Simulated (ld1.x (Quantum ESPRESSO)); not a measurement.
## Before and after: PAW potential for boron (B)

boron, PAW, made with ld1.x (Quantum ESPRESSO) 7.5 (BLYP, non-relativistic). Core [He], reference 2s2 2p1. Waves: 2s (bound): rcut 1.00, rcutus 1.20 bohr; 2s channel at 1.15 Ry: rcut 1.00, rcutus 1.20 bohr; 2p (bound): rcut 2.05, rcutus 2.70 bohr; 2p channel at 4.1 Ry: rcut 2.05, rcutus 2.70 bohr; 3d channel at 0.4 Ry: rcut 2.10, rcutus 2.80 bohr; 3d channel at 1.5 Ry: rcut 2.10, rcutus 2.80 bohr. Local part: all-electron potential smoothed inside 1.20 bohr (lloc = -2). Core correction: Bessel-smoothed model core, default radius (core density twice the valence density). Augmentation charge: GAUSS, radius 1.10 bohr.

Change: waves 2s (bound): rcut 1.00, rcutus 1.64 bohr; 2s channel at 1.15 Ry: rcut 1.00, rcutus 1.64 bohr.

Cutoffs: the cutoffs (Ry, on a coarse ladder) from which the occupation-weighted sum of valence levels, in a spherical-Bessel basis at the reference potential, stays within 10 and 1 mRy of its value at 400 Ry; they do not see the model core or the augmentation charge, which bear on the density cutoff. Errors are all-electron minus pseudo energies relative to the spin-unpolarised reference configuration.

**Question.** What does the change do?

**Answer.** The potential gets softer (18 Ry and 30 Ry → 8 Ry and 10 Ry); the number of tests with a reliable result goes from 7 to 0 (the test run of the changed file stopped, so its transferability is not established); neither file shows a bound ghost. A larger radius leaves more room for a smooth pseudo-wave, so fewer plane waves are needed.

```csv
quantity,base,changed
"cutoff, loose",18 Ry,8 Ry
"cutoff, tight",30 Ry,10 Ry
loose cutoff by channel (10 mRy a level),"s 15 Ry, p 8 Ry","s 6 Ry, p 8 Ry"
bound ghosts,none,none
tests with a reliable result,7 of 7,0 of 7 (the test run stopped)
s: phases at 3.03 bohr within 0.05 rad from the reference energy up to (Ry; the scan ends near 5),to the end of the scan,to the end of the scan
p: phases at 3.03 bohr within 0.05 rad from the reference energy up to (Ry; the scan ends near 5),to the end of the scan,to the end of the scan
d: phases at 3.03 bohr within 0.05 rad from the reference energy up to (Ry; the scan ends near 5),2.3,2.3
lowest overlap eigenvalue by channel,"s 0.57, p 0.80, d 0.90","s 0.55, p 0.80, d 0.90"
```
